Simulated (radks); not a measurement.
Problem. Coherent X-ray form factor from a spherical all-electron density. Calculated with a radial shooting solver on a logarithmic mesh with Libxc functionals: scalar-relativistic Kohn-Sham, PBEsol, spin-unpolarised, spherical densities, finite nucleus; Fermi nuclear charge, rms radius of each element as measured or else 0.836 A^(1/3) + 0.57 fm.

| sin(theta)/lambda (1/angstrom) | f0 (electrons) |
|---|---|
| 0.05 | 28.732 |
| 0.1 | 27.970 |
| 0.15 | 26.819 |
| 0.2 | 25.407 |
| 0.25 | 23.852 |
| 0.3 | 22.244 |
| 0.4 | 19.087 |
| 0.5 | 16.214 |
| 0.6 | 13.750 |
| 0.8 | 10.158 |
| 1 | 8.047 |
| 1.25 | 6.622 |
| 1.5 | 5.767 |
| 2 | 4.428 |

The species is in the configuration that NIST lists as its ground one. Which atom or ion scatters so?

Solution. The germanium ion Ge3+, [Ar] 3d10 4s1. Extrapolating in s^2 from the first two rows gives f0(0) = 29.0, near the electron count 29; among species with that count, the fall with angle is slower the higher Z, and the table is that of Z = 32; from so few rows the species is fixed only to a neighbour or two.
